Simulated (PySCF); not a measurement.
Geometries of 2 isomers of C3H9BrSi, from PBE0-D3(BJ)/def2-SVP geometry optimisation, gas phase in PySCF 2.14.0. One conformer each, no zero-point energy, no frequencies.

Task: Which isomer lies lower at this level?
A.
```xyz
14
angstrom
Si     0.004   -0.003    0.394
Br     0.038    0.004    2.650
C      1.782   -0.014   -0.187
H      2.329    0.857    0.205
H      1.823    0.018   -1.288
H      2.299   -0.925    0.151
C     -0.887    1.550   -0.153
H     -1.923    1.559    0.216
H     -0.911    1.607   -1.253
H     -0.379    2.449    0.228
C     -0.907   -1.546   -0.144
H     -1.943   -1.541    0.226
H     -0.410   -2.448    0.243
H     -0.933   -1.610   -1.244
```
B.
```xyz
14
angstrom
Si    -2.166    0.012   -0.520
C     -0.287    0.016   -0.713
C      0.467    0.203    0.603
C      1.967    0.145    0.401
Br     2.940    0.386    2.068
H     -2.591   -1.103    0.381
H     -2.820   -0.167   -1.853
H     -2.629    1.305    0.074
H      0.003   -0.934   -1.195
H     -0.020    0.815   -1.427
H      0.173   -0.570    1.333
H      0.204    1.172    1.059
H      2.319    0.937   -0.274
H      2.287   -0.826   -0.001
```

Result: A. That is SiBrMe3 (`C[Si](C)(C)Br`), 58.3 kcal/mol below the other.

```
       SMILES              atoms numbered as above       E (Eh)  relative (kcal/mol)  relative (kJ/mol)  dipole (D)
C[Si](C)(C)Br                                    –  -2982.42858                  0.0                0.0        2.45
  [SiH3]CCCBr  [SiH3:1][CH2:2][CH2:3][CH2:4][Br:5]  -2982.33572                 58.3              243.8        1.82
```
